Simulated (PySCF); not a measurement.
C5H11OP.
SMILES with atom numbers: `[CH3:1][P:2]([CH3:3])(=[O:4])[CH:5]1[CH2:6][CH2:7]1`

Cartesian coordinates in Å at the GFN2-xTB level; atoms count from 1:
```xyz
18
C5H11OP angstrom
C     -1.525   -1.525    0.001
P     -0.628   -0.005    0.498
C     -1.654    1.383   -0.121
O     -0.353    0.068    1.938
C      0.868    0.016   -0.540
C      2.069   -0.653    0.060
C      2.005    0.833   -0.004
H     -0.917   -2.382    0.288
H     -2.461   -1.561    0.555
H     -1.722   -1.552   -1.066
H     -1.126    2.311    0.091
H     -2.592    1.381    0.431
H     -1.848    1.303   -1.186
H      0.722   -0.037   -1.610
H      1.938   -1.111    1.030
H      2.747   -1.179   -0.595
H      1.833    1.360    0.923
H      2.639    1.357   -0.705
```

NICS = −σ at a ghost point: NICS(0) at the centroid of the ring atoms, NICS(1) 1 Å to either side along the normal of their mean plane, zz for the tensor component along that normal. Level: GIAO PBE0/pcSseg-1 (PySCF, non-relativistic, gas phase) on the GFN2-xTB geometry, one conformer.

Ring bond lengths (Å), with Mayer bond orders in brackets: C5–C6 1.500 (0.94), C6–C7 1.489 (0.98), C7–C5 1.500 (0.94).

Task: What do the NICS probes read (ppm)?

Result: 
```
    ring                                            type  NICS(0)  NICS(1), two faces  NICS(1)zz, two faces  rms pucker (Å)  centre to ring atoms, mean (Å)
C5–C6–C7  3-membered carbocycle; formal bonds all single    -45.5         -9.8 / -8.6         -25.0 / -24.4            0.00                            0.86
```

Task: What do they say, and how far can they be read as aromaticity?

Result: 
- C5–C6–C7: mean NICS(1)zz -24.7 ppm, shielded. C5, C6, C7 have four or more neighbours; no verdict on aromaticity is drawn. NICS(0) lies 36 ppm below the mean NICS(1).

Task: What are the shieldings of the ring atoms and their hydrogens in the same run (means over atoms taken as equivalent)?

Result: 
```tsv
atoms	environment	σ isotropic (ppm)
C5	sp3 carbon bound to phosphorus	174.8
C6 (×2)	three-membered-ring carbon	184.9
H14	methine hydrogen	31.38
H15 (×2)	methylene hydrogen	30.84
H16 (×2)	methylene hydrogen	31.13
```

Time: 26 s of wall time; peak memory 0.82 GiB. Hardware: one thread, Arm Neoverse V1 (aarch64) (shared host). This is the whole shielding run at PBE0/pcSseg-1, SCF included.
